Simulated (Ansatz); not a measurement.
`[NH2][Al]([NH2])[F]` + HCl → `[NH2][Al]([F])[Cl]` + NH₃ at 700 K and 1 bar (ligand exchange at the Al–N bond).

Gas-phase electronic energies from Ansatz, PBE0-D4/def2-TZVP geometries. CBS: MP2 limit from def2 TZ/QZ plus the TZ coupled-cluster correction, frozen cores. This one scheme is used for every species. One conformer a species, not always the lowest.

```json
{"species": "`[NH2][Al]([NH2])[F]`", "CCSD(T)/CBS energy (Eh)": "-453.78851", "H − E (kJ/mol)": "208.4", "S (J/(mol·K))": "414.9"}
{"species": "HCl", "CCSD(T)/CBS energy (Eh)": "-460.38127", "H − E (kJ/mol)": "38.4", "S (J/(mol·K))": "211.8"}
{"species": "`[NH2][Al]([F])[Cl]`", "CCSD(T)/CBS energy (Eh)": "-857.68991", "H − E (kJ/mol)": "135.0", "S (J/(mol·K))": "397.7"}
{"species": "NH₃", "CCSD(T)/CBS energy (Eh)": "-56.50880", "H − E (kJ/mol)": "116.9", "S (J/(mol·K))": "226.5"}
```

H − E and S are ideal-gas, rigid-rotor, harmonic terms from PBE0-D4/def2-TZVP, for one conformer and one mirror image of each species. 1 Eh = 2625.50 kJ/mol, R = 8.31446 J/(mol·K).

**Question.** By hand: ΔE, ΔH, ΔS and ΔG.

**Answer.** ΔE = (-857.68991) + (-56.50880) − (-453.78851) − (-460.38127) = -0.02893 Eh = -76.0 kJ/mol. Δ(H − E) = 135.0 + 116.9 − 208.4 − 38.4 = 5.1, so ΔH = -70.9 kJ/mol. ΔS = 397.7 + 226.5 − 414.9 − 211.8 = -2.5 J/(mol·K). ΔG = -70.9 − 700 × (-2.5)/1000 = -69.2 kJ/mol.

**Question.** By hand: the equilibrium constant, and the temperature at which ΔG would vanish if ΔH and ΔS stayed fixed.

**Answer.** log₁₀ K = −ΔG/(RT ln 10) = 5.2. ΔG = 0 at ΔH/ΔS = 28360 K, far beyond where these terms or the molecules hold.

The number of gas molecules stays the same, so ΔS is small and ΔH decides. A doubt of 5 kJ/mol in ΔE shifts log₁₀ K by 0.4 here. Other conformers and mirror images would add mixing entropy, several J/(mol·K) or more a flexible species. These are equilibria of isolated gas molecules and say nothing of rates. Largest T1 diagnostic: 0.010 (customary marks: 0.02 for closed shells, 0.045 for open ones).
